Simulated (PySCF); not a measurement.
# Two-component Hartree-Fock for In²⁺ (indium, charge +2)

Start: [Kr] 4d10 5s1; 5s1/2 filled at m_j = +1/2. Calculated with PySCF 2.14 in x2c-TZVPall-2c with one added diffuse shell each of s, p, d, f type (9s10p6d3f, 90 functions): generalised Hartree-Fock with the X2C-1e Hamiltonian and a Gaussian nucleus; one run each with spin-orbit coupling (SO) switched off, then screened by Boettger's factors. This is a chosen level, not necessarily the ground level.

```tsv
spinor shell	electrons	ε, spin-free (eV)	ε, screened SO (eV)	weight of nominal j (screened SO)	rms radius, screened SO (bohr)
1s1/2	2	-28099.5	-28097.0	1.000	0.0340
2s1/2	2	-4313.2	-4312.5	1.000	0.139
2p1/2	2	-3866.1	-4012.3	1.000	0.120
2p3/2	4	-3866.1	-3799.2	1.000	0.125
3s1/2	2	-871.85	-871.68	1.000	0.371
3p1/2	2	-721.81	-749.10	1.000	0.365
3p3/2	4	-721.81	-709.27	1.000	0.376
3d3/2	4	-489.52	-494.21	1.000	0.350
3d5/2	6	-489.52	-486.24	1.000	0.353
4s1/2	2	-162.05	-162.02	1.000	0.908
4p1/2	2	-115.11	-119.93	1.000	0.970
4p3/2	4	-115.11	-112.91	1.000	1.00
4d3/2	4	-45.252	-45.836	0.990	1.25
4d5/2	6	-45.252	-44.857	0.994	1.26
5s1/2	1	-26.809	-26.811	1.000	2.57
```

```csv
quantity,spin-free,screened SO
E (hartree),-5876.80525,-5878.08798
M_J,1/2,1/2
⟨J²⟩,0.751,0.751
⟨L²⟩,0.000,0.017
⟨S²⟩,0.751,0.767
```

Each row is a mean over spinors that exchange with the open shell spreads, by up to 0.377 eV (4s1/2).

Breit and QED terms are absent; they matter most for the inner s and p1/2 levels.

Densities and radii are taken from the X2C orbitals without a picture-change correction, which distorts them close to the nucleus.

Without spin-orbit coupling the j labels of p, d and f shells carry no meaning; the spin-free column gives the mean over the occupied spinors of each nl shell.
